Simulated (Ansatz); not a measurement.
cyclo-(SnF2)3 (Sn3F6). Charge 0, multiplicity 3. Geometry PBE-D4/def2-SVP, that of the neutral singlet; atoms count from 1.

Cartesian coordinates in Å:
```
Sn 0.9985 1.0480 1.3974
F 0.8452 -1.1504 1.3830
F -1.0810 0.3568 1.6300
Sn -1.1505 -1.5588 0.5427
F 0.1873 -1.5676 -1.2086
F -1.7383 -0.0597 -0.9616
Sn 0.1520 0.5108 -1.9401
F -0.0695 1.9642 -0.2983
F 1.8564 0.4566 -0.5445
```

In the def2 sets Sn takes a core potential; there is no spin–orbit coupling. At PBE0-D4/def2-SVP a singlet of charge 0 lies 5.04 eV below the triplet at the same geometry.

(1) Estimate the Mulliken populations from the PBE0/def2-SVP orbitals of Ansatz.

(2) Where does the spin sit?

(3) And the Mayer bond orders between bonded heavy atoms (over 0.3)?

Results:

(1) 
| atom | charge (e) | spin (α − β) |
| --- | --- | --- |
| Sn1 | 0.76 | 1.45 |
| F2 | -0.42 | 0.08 |
| F3 | -0.42 | 0.08 |
| Sn4 | 0.92 | 0.12 |
| F5 | -0.46 | 0.00 |
| F6 | -0.46 | 0.00 |
| Sn7 | 0.92 | 0.12 |
| F8 | -0.42 | 0.08 |
| F9 | -0.42 | 0.08 |
Mulliken values and Mayer orders depend strongly on the basis.

(2) Summed by element: Sn 1.70, F 0.30, of 2 unpaired in all. Largest on single atoms: Sn1 1.45, Sn4 0.12, Sn7 0.12.

(3) Sn1–F2 0.45 (2.20 Å); Sn1–F3 0.45 (2.20 Å); Sn1–F8 0.45 (2.20 Å); Sn1–F9 0.45 (2.20 Å); F2–Sn4 0.43 (2.20 Å); F3–Sn4 0.43 (2.20 Å); Sn4–F5 0.44 (2.20 Å); Sn4–F6 0.44 (2.20 Å); F5–Sn7 0.44 (2.20 Å); F6–Sn7 0.44 (2.20 Å); Sn7–F8 0.43 (2.20 Å); Sn7–F9 0.43 (2.20 Å).
